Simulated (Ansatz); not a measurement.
A nudged elastic band was laid between two geometries of Cl2F3HW + H (8 atoms, charge 0, multiplicity 2).

Theory: UKS PBE/def2-SVP in Ansatz 0.2.0.

```json
{
  "movable images": "7",
  "climbing image": "yes",
  "spring": "5.0 eV/Å²",
  "optimiser": "quadratic models (default)",
  "start path": "through a guess of the saddle point",
  "force threshold": "0.03 eV/Å",
  "iteration limit": "60",
  "end points": "relaxed"
}
```

Image 0:

```xyz
8
Properties=species:S:1:pos:R:3
W 0.095 -0.058 -0.003
Cl 0.123 0.662 2.164
Cl 2.367 0.192 -0.014
H -0.203 1.555 -0.507
F -1.776 0.077 0.106
F -0.267 -1.913 -0.139
F 0.202 -0.142 -1.878
H -0.002 -0.504 5.370
```

Image 8:

```xyz
8
Properties=species:S:1:pos:R:3
W 0.060 -0.167 -0.252
Cl -0.092 0.865 3.208
Cl 2.384 -0.099 -0.305
H 0.078 1.419 0.316
F -1.849 -0.172 -0.167
F 0.084 -1.486 1.055
F -0.044 -0.063 -2.085
H -0.080 -0.429 3.328
```

(1) What changes between the two ends?

(2) Give the energies along the band, and the barrier.

(3) What is the geometry of the highest image?

(4) What are the harmonic wavenumbers there?

Answers

(1) Bonds broken: W1–Cl2. Bonds formed: Cl2–H8. Cl2F3HW + H becomes ClF3HW + ClH.

(2) It converged. The highest image is number 3 of 0 to 8, 0.044 eV above the first end and 1.855 eV above the last; the last end lies 1.811 eV below the first. A vibrational analysis at the climbing image gives one clearly imaginary mode, 463i cm⁻¹: a first-order saddle point.

| image | path coordinate (Å) | energy (eV) | W1–Cl2 (Å) | Cl2–H8 (Å) |
| --- | --- | --- | --- | --- |
| 0 | 0.00 | 0.000 | 2.28 | 3.41 |
| 1 | 0.79 | -0.002 | 2.29 | 3.46 |
| 2 | 1.58 | -0.002 | 2.28 | 3.19 |
| 3 | 2.37 | 0.044 | 2.31 | 2.18 |
| 4 | 2.96 | -0.918 | 2.65 | 1.41 |
| 5 | 3.54 | -1.378 | 2.90 | 1.31 |
| 6 | 4.12 | -1.606 | 3.07 | 1.30 |
| 7 | 4.70 | -1.787 | 3.10 | 1.30 |
| 8 | 5.29 | -1.811 | 3.61 | 1.30 |

(3) 
```xyz
8
Properties=species:S:1:pos:R:3
W 0.100 0.000 0.186
Cl 0.111 0.704 2.382
Cl 2.333 0.470 0.138
H -0.181 1.553 -0.491
F -1.768 0.221 0.248
F -0.344 -1.840 0.366
F 0.246 -0.390 -1.642
H 0.043 -0.847 3.913
```

(4) 463i, 17, 91, 103, 131, 166, 194, 207, 223, 279, 364, 401, 597, 640, 671, 739, 897, 1988 cm⁻¹.

The run took 8.7 min on 4 threads of Arm Neoverse V2 (shared host), peak memory 0.33 GiB.
